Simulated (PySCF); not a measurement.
vinylidene fluoride cation (C2H2F2), SMILES C=C(F)F (connectivity only; charge and spin as stated), charge +1, multiplicity 2. Geometry: B3LYP-D3(BJ)/def2-SVP. The spin state was assumed, not searched.

All values below come from B3LYP-D3(BJ)/def2-SVP (PySCF 2.14.0).

Harmonic wavenumbers (cm⁻¹): 375, 420, 590, 630, 900, 974, 991, 1403, 1572, 1604, 3142, 3279. Rotational constants (GHz): 11.23, 10.39, 5.397; symmetry number 2.

Q: Work out the zero-point energy and the ideal-gas rigid-rotor harmonic-oscillator thermochemistry at 298.15 K and 1 atm.

A: ZPE = ½ Σ hcν = ½ × 15879 cm⁻¹ = 22.70 kcal/mol. H − E(el) = 25.75 kcal/mol. Entropy in cal/(mol K): translation 38.39, rotation 22.37, vibration 3.19, spin 1.38, total 65.33. G − E(el) = 6.27 kcal/mol. Cp = 14.43 cal/(mol K).
